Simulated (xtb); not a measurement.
Ge(F)(Cl)2(Me) (CH₃Cl₂FGe), SMILES [CH3][Ge]([F])([Cl])[Cl]. All values are semi-empirical tight-binding results from xtb (GFN2-xTB unless named), good for trends rather than for accurate numbers. Geometry: GFN2-xTB. This is a generated structure with no PubChem entry under its InChIKey; it may be hypothetical.

Optimised geometry:

```xyz
8

C     -2.1528    -0.3628     0.1307
Ge    -0.1803    -0.0786     0.1196
F      0.3693    -0.6965     1.6982
Cl     0.4492     1.9332     0.0974
Cl     0.8969    -1.2153    -1.2917
H     -2.3589    -1.4244     0.2238
H     -2.5812     0.0130    -0.7923
H     -2.5829     0.1665     0.9750
```
Charge 0, spin multiplicity 1.

For metal compounds this method's bond lengths and energies can be far off.

point group as xtb finds it: Cs
orbital gap: 5.91 eV
zero-point energy: 24.6 kcal/mol
G − E(el) at 298.15 K (modified RRHO): 3.0 kcal/mol

Q: Give the atomic charges and the Wiberg bond orders between heavy atoms. (Estimate from the structure and the level; the computed values follow.)

A: charges (e) C1 -0.14, Ge2 0.37, F3 -0.29, Cl4 -0.11, Cl5 -0.10, H6 0.09, H7 0.08, H8 0.09. Bond orders C1–Ge2 0.80, Ge2–F3 1.01, Ge2–Cl4 1.13, Ge2–Cl5 1.13.
